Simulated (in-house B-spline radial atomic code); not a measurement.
Configurations of Ga⁷⁺, with energies counted from [Ar] 3d6. Method: non-relativistic CAM-B3LYP, spin-polarised, spherical fractional occupations, point nucleus. Calculated with a B-spline radial code for spherical atoms. Shells without spins written out take the highest spin.

Caution: exact exchange at fractional occupations of open shells leaves self-interaction of up to several eV.

Occupations are held fixed; configurations that lie above the ionisation limit could autoionise.

| configuration | E - E(ref) (eV) | highest orbital | its <r> (bohr) |
| --- | --- | --- | --- |
| [Ar] 3d5 4s1 | 53.407 | 4s up | 1.491 |
| [Ar] 3d5 4p1 | 69.546 | 4p up | 1.594 |
| [Ne] 3s2 3p(2 up, 3 down) 3d(3 up, 4 down) | 96.955 | 3d up | 0.6558 |
| [Ne] 3s2 3p5 3d6 4s1 | 142.13 | 4s up | 1.491 |
| [Ne] 3s2 3p5 3d6 4p1 | 158.27 | 4p up | 1.593 |
| [Ne] 3s2 3p5 3d6 4d1 | 180.75 | 4d up | 1.813 |

**Question.** Order these further configurations by energy, lowest first.
A. [Ar] 3d(3 up, 2 down) 4p(1 up, 0 down)
B. [Ne] 3s2 3p(3 up, 2 down) 3d(4 up, 2 down) 4f(1 up, 0 down)
C. [Ne] 3s2 3p5 3d7
D. [Ar] 3d5 4d1
E. [Ne] 3s2 3p5 3d6 4f1

**Answer.** C (86.862 eV), D (91.952 eV), A (94.851 eV), E (200.22 eV), B (214.93 eV).

**Question.** How far above the reference does [Ar] 3d(4 up, 2 down) lie?

**Answer.** 11.995 eV; its least bound orbital is 3d down with <r> = 0.6566 bohr.

**Question.** How far above the reference does [Ar] 3d(5 up, 0 down) 4f(1 up, 0 down) lie?

**Answer.** 111.48 eV; its least bound orbital is 4f up with <r> = 2.075 bohr.
